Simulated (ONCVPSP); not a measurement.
## Building the ONCV potential for Sc (PW91, scalar-relativistic).

Sc, optimised norm-conserving Vanderbilt (ONCV), made with ONCVPSP 4.0.1 (PW91, scalar-relativistic). Core [Ne], reference 3s2 3p6 3d1 4s2. Waves: 3s+4s: rc 2.05 bohr, ncon 5, nbas 9, qcut 7.7 1/bohr, 2 projectors; 3p: rc 1.55 bohr, ncon 3, nbas 7, qcut 7.7 1/bohr, 2 projectors, debl 2.4 Ha; 3d: rc 1.75 bohr, ncon 4, nbas 9, qcut 8.2 1/bohr, 2 projectors, debl 1.1 Ha; f scattering state at 0.3 Ha: rc 1.75 bohr, ncon 4, nbas 7, qcut 6.3 1/bohr, 2 projectors, debl 0.8 Ha. Local part: polynomial inside 1.10 bohr (lpopt 5, dvloc0 -1 Ha). Core correction: Teter function, fcfact 4.75, rcfact 1.4.

All-electron outer shells of the reference configuration (PW91, scalar-relativistic, ld1.x):

```
shell  level (eV)  outermost node (bohr)  outermost maximum (bohr)
   2p     -388.54                      –                      0.23
   3s      -55.05                   0.42                      0.92
   3p      -33.67                   0.39                      0.97
   4s       -4.22                   1.33                      3.10
   3d       -3.29                      –                      1.10
```

What the tests gave:

```json
{
  "Cutoffs needed": "26 Ha and 30 Ha (the cutoffs (Ha) at which the residual kinetic energy of the hardest occupied pseudo-wave falls to 1 and 0.1 mHa per electron)",
  "Ghost test": "no bound ghost flagged; no localised positive-energy state flagged",
  "Configuration tests": "1 of 4 tests not solved or not reliable",
  "rms error of d²Exc/dni dnj": "1.70 mHa without and 1.19 mHa with the model core"
}
```

Generation and tests took about 6.4 s on one core of a shared server CPU.
